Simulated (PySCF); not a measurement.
A GIAO shielding run with PySCF (density fitting, non-relativistic, gas phase) on `CC(C)N[SiH2]c1ccco1`, C₇H₁₃NOSi:

```
$ OMP_NUM_THREADS=1 python probes_run.py task.json out

{"job": {"kind": "nmr", "xc": "PBE0", "basis": "pcSseg-1"}, "charge": 0, "multiplicity": 1}
C     -2.537335     0.643816    -0.656738
C     -1.486127    -0.193014     0.075025
C     -2.094718    -1.489608     0.607228
N     -0.883542     0.544667     1.165392
Si     0.538547     1.494931     1.055164
C      1.783056     0.449913     0.121675
C      2.533205     0.674600    -1.001159
C      3.296776    -0.492400    -1.226223
C      2.960177    -1.348067    -0.222231
O      2.054375    -0.790684     0.591078
H     -3.345272     0.909800     0.022981
H     -2.088305     1.558870    -1.035548
H     -2.955439     0.086384    -1.490911
H     -0.681834    -0.440231    -0.625678
H     -2.484069    -2.090819    -0.210422
H     -1.337057    -2.062633     1.135370
H     -2.908110    -1.270423     1.296616
H     -1.568232     0.783707     1.867562
H      0.446330     2.765619     0.311908
H      0.937178     1.739236     2.442007
H      2.533759     1.568806    -1.590979
H      3.994439    -0.672683    -2.018701
H      3.287446    -2.342803     0.010484
```

Hardware: 1 thread of an Arm Neoverse V1, shared host. The job also computes population analyses, field gradients, ring-centre shieldings.

Problem. How large is the calculation?

Solution. 84 electrons, 242 basis functions and 1269 auxiliary functions.

Problem. How long does it take, and how much memory does it need?

Solution. 96 s of wall time, with 14 SCF cycles and 5 response iterations; peak memory 1.1 GiB. Times on a shared host scatter by some tens of per cent.
